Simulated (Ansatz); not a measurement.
`C[SiH2][AlH][SnH3]`. Total charge 0; spin multiplicity 1. Sn: def2 effective core potential. Geometry: relaxed with PBE0-D4/def2-TZVP. It is one conformer, not always the lowest.

```xyz
13

C    -1.412   -0.672   -1.456
Si   -0.185    0.740   -1.661
Al    1.140    1.162    0.366
Sn    0.930   -0.484    2.451
H    -2.137   -0.447   -0.670
H    -1.961   -0.851   -2.383
H    -0.897   -1.595   -1.180
H    -0.911    1.982   -2.066
H     0.753    0.425   -2.782
H     2.128    2.406    0.473
H     0.413   -2.055    1.997
H    -0.240    0.080    3.571
H     2.377   -0.691    3.342
```

**Question.** What is the dipole moment at B3LYP/def2-TZVPP? (Estimate.)

**Answer.** Computed: 0.96 D, with components (-0.45, 0.06, -0.85) D in this frame, pointing from negative to positive charge.

**Question.** And with PBE, r2SCAN, ωB97M-V? (An estimate is asked.)

**Answer.** Computed: PBE 0.95 D, r2SCAN 0.95 D, ωB97M-V 0.93 D.

**Question.** Give the Mulliken charges with B3LYP, r2SCAN, ωB97M-V in def2-TZVPP. (Estimate.)

**Answer.** The calculation gave: 
```csv
atom,B3LYP,r2SCAN,ωB97M-V
C1,-0.38,-0.29,-0.45
Si2,0.13,0.09,0.05
Al3,0.34,0.46,0.35
Sn4,0.26,0.20,0.12
H5,0.10,0.08,0.12
H6,0.11,0.08,0.13
H7,0.11,0.08,0.12
H8,-0.07,-0.08,-0.03
H9,-0.08,-0.08,-0.03
H10,-0.12,-0.15,-0.10
H11,-0.14,-0.13,-0.10
H12,-0.13,-0.13,-0.10
H13,-0.13,-0.12,-0.09
```

B3LYP here is the variant with VWN-RPA as its local correlation; programs differ in this.
